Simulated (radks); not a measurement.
The numbers below are computed, except where a source is named.
Problem. These are the eigenvalues of the occupied orbitals of an atom or ion with whole-number occupations (Ry). Code: a radial shooting solver on a logarithmic mesh with Libxc functionals. Model: Dirac Kohn-Sham, PBEsol, spin-unpolarised, spherical densities, finite nucleus; Fermi nuclear charge, rms radius of each element as measured or else 0.836 A^(1/3) + 0.57 fm.

1s1/2: -1459.420
2s1/2: -209.5415
2p1/2: -193.1419
2p3/2: -185.3146
3s1/2: -38.94447
3p1/2: -32.70019
3p3/2: -31.40915
3d3/2: -20.35581
3d5/2: -20.11099
4s1/2: -8.41430
4p1/2: -6.57578
4p3/2: -6.37292
4d3/2: -3.58162

Which element is it, and in what charge state? The configuration may be excited. Open shells, if any, fill j = l - 1/2 first.

Solution. Z = 42, molybdenum, charge +4: Mo4+ in [Ar] 3d10 4s2 4p4 4d4. The list shows which subshells hold electrons but not how many an open one holds; the 1s level, -729.71 hartree, gives Z - s = 38.2 by -(Z - s)^2/2, which with screening and relativity narrows Z to a few neighbours, and the depths of the outer levels then fix element, charge and occupations together.
